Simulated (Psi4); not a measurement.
A dimer, C3H9Al ··· CS2 (SMILES [CH3][Al]([CH3])[CH3] and S=C=S); the first 13 atoms form monomer A.

```
16

C      1.9284    -0.3818    -0.0308
Al    -0.0003     0.0000     0.0019
C     -1.2933    -1.4776     0.1096
C     -0.6353     1.8594    -0.0767
H      2.3991     0.0389    -0.9384
H      2.1699    -1.4568     0.0024
H      2.4393     0.1012     0.8226
H     -1.1130    -2.0955     1.0084
H     -1.1807    -2.1619    -0.7516
H     -2.3448    -1.1478     0.1369
H     -1.2815     2.0946     0.7888
H     -1.2635     2.0216    -0.9721
H      0.1756     2.6056    -0.1010
S      0.9014    -1.1450     6.9170
C      1.5977    -2.5180     7.1198
S      2.2938    -3.8909     7.3229
```

### Question
What interaction energy does SAPT0/jun-cc-pVDZ, frozen core (Psi4) give, and which attractive term is the largest?

### Answer
Total -0.08 kcal/mol: electrostatics 0.00, exchange 0.00, induction 0.00, dispersion -0.08. The most attractive term is dispersion.
